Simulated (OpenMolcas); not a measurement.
# Exact exchange and the dipole moment of GeHCl3

GeHCl3: 5 atoms, total charge 0, spin state singlet. As SMILES, `[Cl][GeH]([Cl])[Cl]`. The shape is that of a PBE0-D4/def2-TZVP optimisation.

The dipole moment y, in D, basis cc-pVDZ; a is the functional's share of exact exchange. Programs: OpenMolcas 26.06.

| functional | program | a | y (D) |
| --- | --- | --- | --- |
| TPSS | OpenMolcas | 0 | 1.46 |
| BLYP | OpenMolcas | 0 | 1.41 |
| B3LYP | OpenMolcas | 0.2 | 1.52 |
| PBE0 | OpenMolcas | 0.25 | ? |
| BHLYP | OpenMolcas | 0.5 | 1.65 |

Fit y = c + s·a to the known rows and predict PBE0.


1. Means of the 4 rows: a = 0.1750, y = 1.510.
2. Σ(Δa)² = 0.1675, Σ(Δa·Δy) = 0.072, so the slope is 0.072/0.1675 = 0.42985.
3. Intercept: 1.510 − (0.42985) × 0.1750 = 1.435. The largest residual of the fit is 0.025.
4. PBE0: 1.435 + (0.42985) × 0.25 = 1.54 D.

The run gave 1.58 D, so the prediction is off by -0.04 D, about the largest residual. More exact exchange makes the molecule more polar here. The rows mix families of semi-local functionals, which the line can't see.
